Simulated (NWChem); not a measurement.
Species: C2H4BNO; SMILES OB1C=NC1

```xyz
9

O     -0.0103    -1.9123     0.0000
B      0.0176    -0.5651     0.0000
C      1.0385     0.6303     0.0000
N      0.1064     1.5355     0.0000
C     -1.0881     0.5874     0.0000
H      0.8764    -2.3056     0.0000
H      2.0979     0.8987     0.0000
H     -1.7134     0.7377     0.8876
H     -1.7134     0.7377    -0.8876
```
Atoms are numbered in this order, from 1.

All runs: NWChem. The geometry was optimised at B3LYP/6-31G* (spherical d). B3LYP is NWChem's, with the RPA form of VWN correlation. Total energies of different functionals are on different scales.

```json
[
 {"level": "PBE/def2-TZVP", "energy (Ha)": "-233.2427", "highest occupied level (eV)": "[?]", "orbital gap (eV)": "[?]", "dipole (D)": "[?]"},
 {"level": "B3LYP/def2-TZVP", "energy (Ha)": "-233.5334", "highest occupied level (eV)": "-7.05", "orbital gap (eV)": "5.30", "dipole (D)": "2.65"},
 {"level": "LDA (Slater exchange, VWN5)/def2-TZVP", "energy (Ha)": "-231.5537", "highest occupied level (eV)": "-5.94", "orbital gap (eV)": "3.08", "dipole (D)": "2.64"},
 {"level": "PW6B95/def2-TZVP", "energy (Ha)": "-233.8164", "highest occupied level (eV)": "-7.41", "orbital gap (eV)": "5.97", "dipole (D)": "2.63"},
 {"level": "CAM-B3LYP/def2-TZVP", "energy (Ha)": "-233.4179", "highest occupied level (eV)": "-8.74", "orbital gap (eV)": "8.43", "dipole (D)": "2.71"},
 {"level": "Hartree-Fock/def2-TZVP", "energy (Ha)": "-232.1438", "highest occupied level (eV)": "-10.97", "orbital gap (eV)": "13.39", "dipole (D)": "2.71"}
]
```

Task: Fill in the missing entries.

Result: 
- PBE/def2-TZVP, highest occupied level (eV): -5.81
- PBE/def2-TZVP, orbital gap (eV): 3.22
- PBE/def2-TZVP, dipole (D): 2.59
